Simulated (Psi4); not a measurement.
Pair of molecules, SMILES S with SMILES [GeH4] (the first has 3 atoms); geometry from B3LYP-D3(BJ)/def2-TZVP.
(charge 0, multiplicity 1):
```xyz
8

S      0.15623    -0.37545    -0.31385
H      0.27778    -1.63364     0.13844
H     -1.17204    -0.37164    -0.11926
Ge    -0.00980     0.18849     3.50022
H     -0.13760     0.33895     5.02658
H     -1.01676    -0.86829     3.02072
H      1.41466    -0.26275     3.15253
H     -0.31479     1.53383     2.82949
```

Calculation: SAPT0/aug-cc-pVDZ (Psi4 1.11).

**Question.** Which attractive term is largest, and how does the interaction split up?

**Answer.** electrostatics -1.61, exchange 2.68, induction -0.35, dispersion -1.86, total -1.13 kcal/mol; the largest attraction is dispersion.
